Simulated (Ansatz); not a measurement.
`C=C[SiH2]Cl` + `[AlH3]` → `[AlH2][SiH2]Cl` + ethylene at 500 K and 1 bar (formal exchange of groups at the Si–C bond).

Isolated molecules relaxed with PBE0-D4/def2-TZVP in Ansatz; ΔE leaves out vibrations. CBS: MP2 limit from def2 TZ/QZ plus the TZ coupled-cluster correction, frozen cores. This one scheme is used for every species. One conformer a species, not always the lowest.

```json
{"species": "`C=C[SiH2]Cl`", "CCSD(T)/CBS energy (Eh)": "-827.99751", "H − E (kJ/mol)": "199.4", "S (J/(mol·K))": "373.3"}
{"species": "`[AlH3]`", "CCSD(T)/CBS energy (Eh)": "-243.78045", "H − E (kJ/mol)": "68.7", "S (J/(mol·K))": "232.2"}
{"species": "`[AlH2][SiH2]Cl`", "CCSD(T)/CBS energy (Eh)": "-993.29495", "H − E (kJ/mol)": "121.9", "S (J/(mol·K))": "385.1"}
{"species": "`C=C`", "CCSD(T)/CBS energy (Eh)": "-78.48111", "H − E (kJ/mol)": "155.1", "S (J/(mol·K))": "245.3"}
```

H − E and S are ideal-gas, rigid-rotor, harmonic terms from PBE0-D4/def2-TZVP, for one conformer and one mirror image of each species. 1 Eh = 2625.50 kJ/mol, R = 8.31446 J/(mol·K).

Q: By hand: ΔE, ΔH, ΔS and ΔG.

A: ΔE = (-993.29495) + (-78.48111) − (-827.99751) − (-243.78045) = 0.00190 Eh = 5.0 kJ/mol. Δ(H − E) = 121.9 + 155.1 − 199.4 − 68.7 = 8.9, so ΔH = 13.9 kJ/mol. ΔS = 385.1 + 245.3 − 373.3 − 232.2 = 24.9 J/(mol·K). ΔG = 13.9 − 500 × (24.9)/1000 = 1.5 kJ/mol.

Q: By hand: the equilibrium constant, and the temperature at which ΔG would vanish if ΔH and ΔS stayed fixed.

A: log₁₀ K = −ΔG/(RT ln 10) = -0.2. ΔG = 0 at ΔH/ΔS = 558 K.

TΔS isn't small against ΔH here. The sign of ΔG lies within the doubt. A doubt of 5 kJ/mol in ΔE shifts log₁₀ K by 0.5 here. Other conformers and mirror images would add mixing entropy, several J/(mol·K) or more a flexible species. Modes under 60 cm⁻¹, often nearly free rotors, make the harmonic entropy too high. These are equilibria of isolated gas molecules and say nothing of rates. Largest T1 diagnostic: 0.011 (customary marks: 0.02 for closed shells, 0.045 for open ones).
